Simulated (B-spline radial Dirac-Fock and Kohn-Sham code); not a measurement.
Scattering functions of Zr³²⁺

System: the Zr³²⁺ ion in the configuration 1s2 2s2 2p4.

Method: Dirac-Fock orbitals of the configuration average with a finite nucleus. Computed with a radial finite-basis atomic code. f₀ is the Fourier transform of the spherical electron density, S the Waller-Hartree incoherent function, and s = sin θ/λ.

| s (Å⁻¹) | f₀ | S |
| --- | --- | --- |
| 0 | 8.000 | 0.000 |
| 0.05 | 7.997 | 0.003 |
| 0.1 | 7.989 | 0.014 |
| 0.15 | 7.975 | 0.031 |
| 0.2 | 7.956 | 0.056 |
| 0.25 | 7.932 | 0.087 |
| 0.3 | 7.902 | 0.124 |
| 0.35 | 7.867 | 0.168 |
| 0.4 | 7.827 | 0.219 |
| 0.45 | 7.781 | 0.276 |
| 0.5 | 7.731 | 0.338 |
| 0.6 | 7.617 | 0.480 |
| 0.7 | 7.485 | 0.643 |
| 0.8 | 7.337 | 0.824 |
| 0.9 | 7.174 | 1.021 |
| 1 | 6.998 | 1.231 |
| 1.1 | 6.811 | 1.452 |
| 1.2 | 6.614 | 1.681 |
| 1.4 | 6.198 | 2.153 |
| 1.6 | 5.765 | 2.630 |
| 1.8 | 5.327 | 3.094 |
| 2 | 4.896 | 3.535 |
| 2.5 | 3.904 | 4.488 |
| 3 | 3.093 | 5.203 |
| 3.5 | 2.483 | 5.711 |
| 4 | 2.049 | 6.072 |
| 5 | 1.546 | 6.545 |
| 6 | 1.295 | 6.872 |

f₀ starts at the number of electrons, 8, and has fallen to half at s ≈ 2.45 Å⁻¹. The sum of ⟨r²⟩ over the electrons is 0.1494 bohr².
